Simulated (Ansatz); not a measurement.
Coupled-cluster diagnostics for the cluster Be2S2⁺, Ansatz.

Geometry of the doublet (PBE0-D4/def2-TZVP):

| atom | x (Å) | y (Å) | z (Å) |
| --- | --- | --- | --- |
| Be1 | 0.418 | 1.158 | 0.724 |
| Be2 | -1.342 | 0.479 | 0.103 |
| S3 | -0.427 | -1.163 | -0.725 |
| S4 | 1.351 | -0.474 | -0.102 |

Correlated methods freeze 10 core orbitals. Another isomer (doublet) lies 2.73 eV lower at PBE0-D4/def2-TZVP; other spin states weren't run for this one.

Problem. Estimate the CCSD(T) correlation energy, the shares of MP2 and (T), T1 and the reference's ⟨S²⟩ for: charge 1, doublet, own geometry in def2-TZVPP; and the rough time on 4 threads of Arm Neoverse V1 on a shared host.

Solution. 
| state | basis | correlation (eV) | MP2 share (%) | (T) share (%) | T1 | ⟨S²⟩ (pure) | wall time |
| --- | --- | --- | --- | --- | --- | --- | --- |
| charge 1, doublet, own geometry | def2-TZVPP | -13.646 | 86.5 | 4.9 | 0.019 | 0.78 (0.75) | 14 s |
Customary marks for T1 are 0.02 (closed shells), 0.045 (open shells) and about 0.05 (3d metals). T1 stays under 0.02 throughout.
